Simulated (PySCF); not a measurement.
## Cost of response and excited-state runs on `[CH2+][C]1[SiH2]OC[C@H]1Br`, [C4H7BrOSi]+, doublet, charge +1

Geometry:
| atom | x (Å) | y (Å) | z (Å) |
| --- | --- | --- | --- |
| C1 | 1.827 | -1.016 | -0.031 |
| C2 | 0.674 | -0.401 | -0.012 |
| Si3 | -1.015 | -1.130 | 0.811 |
| O4 | -1.823 | 0.183 | 0.346 |
| C5 | -1.231 | 1.080 | -0.559 |
| C6 | 0.290 | 0.975 | -0.445 |
| Br7 | 0.995 | 2.193 | 0.965 |
| H8 | 1.941 | -2.062 | 0.206 |
| H9 | 2.761 | -0.509 | -0.255 |
| H10 | -1.177 | -2.317 | -0.029 |
| H11 | -0.911 | -1.173 | 2.254 |
| H12 | -1.598 | 2.084 | -0.331 |
| H13 | -1.535 | 0.820 | -1.579 |
| H14 | 0.800 | 1.272 | -1.364 |

Total charge +1.

PySCF with density fitting, on 1 thread of an AMD EPYC 7B13, shared host. Command: `OMP_NUM_THREADS=1 python excited_run.py task.json out`

Question: How long does each of these runs take, and how much memory?
- open-shell absorption, BHandHLYP/def2-SVPD; 10 states; Tamm-Dancoff; IEF-PCM acetonitrile
- open-shell absorption, BHandHLYP/def2-SVPD; 10 states; Tamm-Dancoff
- open-shell absorption, X3LYP/def2-SVPD; 10 states; Tamm-Dancoff

Answer: 
```tsv
run	level	basis functions	wall time	peak memory (GiB)
open-shell absorption	BHandHLYP/def2-SVPD	224	61 s	0.9
open-shell absorption	BHandHLYP/def2-SVPD	224	72 s	0.81
open-shell absorption	X3LYP/def2-SVPD	224	66 s	0.86
```
Times from a shared host are rough.
